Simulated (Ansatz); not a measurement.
Energy needed to pull apart SnNH$_{4}$F (SMILES [NH2][SnH2][F]), singlet, into free ground-state atoms, from the structure below (displaced at random from a GFN2-xTB minimum); no zero-point or spin–orbit terms; open-shell atoms are treated unrestricted, in their ground-state multiplicity.

```
7
angstrom
N -0.8871 0.2947 -0.7843
Sn 0.4822 0.0490 0.5046
F 0.2744 -1.8561 0.8294
H -0.9768 1.0529 -1.3737
H -0.9892 -0.4734 -1.3936
H 0.0529 0.8217 1.9742
H 2.1300 0.2398 0.1637
```

Program: Ansatz 0.2.0. Basis: def2-TZVPP. Cores are frozen in the correlated methods. Filled d shells of the heavier atoms are correlated. Core potentials replace the inner electrons of the atoms past krypton. The def2 sets are not built for correlating such inner shells, so the correlated values are less sure here.

```
      method  atomization energy (eV)
      PBE-D4                        ?
   r2SCAN-D4                    20.50
     PBE0-D4                    20.32
CAM-B3LYP-D4                    20.84
     LC-wPBE                    20.59
     wB97M-V                    20.70
          HF                        ?
         MP2                    20.19
        CCSD                    19.78
     CCSD(T)                    20.13
```

What does HF give? (An estimate is asked for; the value comes from the calculation.)

Computed: 13.57 eV, which is about 6.55 eV less than CCSD(T)/def2-TZVPP.

What does PBE-D4 give? (An estimate is asked for; the value comes from the calculation.)

The calculation gives: 20.83 eV, which is about 0.70 eV more than CCSD(T)/def2-TZVPP.

In triple zeta the MP2 and coupled-cluster atomization energies are still short of their basis limit by a few kcal/mol a bond, whereas those of the functionals are nearly converged, so these differences are not deviations from converged CCSD(T).

The T1 diagnostic stays at or below 0.013.

For scale, one of the runs: CCSD(T)/def2-TZVPP forces, 168 basis functions (an equivalent command: `ansatz run in.yaml --threads 8`). Hardware: 8 CPU threads, shared host. Wall time 48 s; peak host memory 3.6 GiB.
